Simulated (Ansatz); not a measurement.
Calculated with Ansatz (gas phase, PBE0-D4/def2-TZVP geometries, no zero-point term in ΔE). CCSD(T)/CBS is the MP2 limit (def2-TZVPP, def2-QZVPP) plus CCSD(T) − MP2 in def2-TZVPP, frozen cores. This one scheme is used for every species. Functionals use def2-TZVPP. One conformer a species, not always the lowest.

Reaction (hydrogenolysis of the Si–C bond): `CS[SiH](C)S` + H₂ → `CS[SiH2]S` + CH₄

`CS[SiH](C)S`:

Z-matrix (Å, degrees):
```
C
S 1 1.815
H 1 1.090 2 111.2
H 1 1.089 2 106.9 3 -118.8
H 1 1.090 2 110.6 3 122.6
Si 2 2.125 1 100.6 3 -72.8
S 6 2.145 2 112.0 1 -58.5
C 6 1.863 2 113.8 1 60.2
H 6 1.485 2 103.3 1 -178.2
H 7 1.343 6 94.5 2 -55.2
H 8 1.092 6 109.9 2 57.9
H 8 1.093 6 110.5 2 177.9
H 8 1.092 6 111.1 2 -62.1
```

H₂:

Cartesian coordinates in Å:
```
H 0.050 0.282 0.239
H -0.050 -0.282 -0.239
```

`CS[SiH2]S`:

Cartesian coordinates in Å:
```
C 0.548 0.620 1.510
S 0.112 1.448 -0.045
Si 0.064 -0.222 -1.347
S -1.325 -1.735 -0.754
H -0.160 -0.177 1.733
H 0.498 1.376 2.294
H 1.560 0.219 1.467
H 1.356 -0.953 -1.371
H -0.258 0.346 -2.678
H -2.394 -0.922 -0.808
```

CH₄:

Z-matrix (Å, degrees):
```
C
H 1 1.090
H 1 1.090 2 109.5
H 1 1.090 2 109.5 3 -120.0
H 1 1.090 2 109.5 3 120.0
```

CCSD(T)/CBS gives -18.1 kJ/mol.

Problem. Another level gave -23.0 kJ/mol. Which?
A. revPBE/def2-TZVPP
B. revPBE-D4/def2-TZVPP
C. RPA@PBE/def2-TZVPP
D. LDA (SPW92)/def2-TZVPP

Solution. C. RPA@PBE/def2-TZVPP -23.0, LDA (SPW92) -16.2, revPBE -28.7, revPBE-D4 -12.0 kJ/mol.

Largest T1 diagnostic among the species: 0.011.

In def2-TZVPP, CCSD(T) changes the Hartree–Fock value by +24.0 kJ/mol (the triples alone add +4.5 kJ/mol) and MP2 by +30.5 kJ/mol. The D4 term adds +12.3 kJ/mol with B3LYP and +6.9 kJ/mol with PBE0; it sums over pairs of atoms, weighted by their polarisabilities, and B3LYP, whose exchange is more repulsive, gets the larger term.

B3LYP here is the variant with VWN-RPA as its local correlation; programs differ in this.
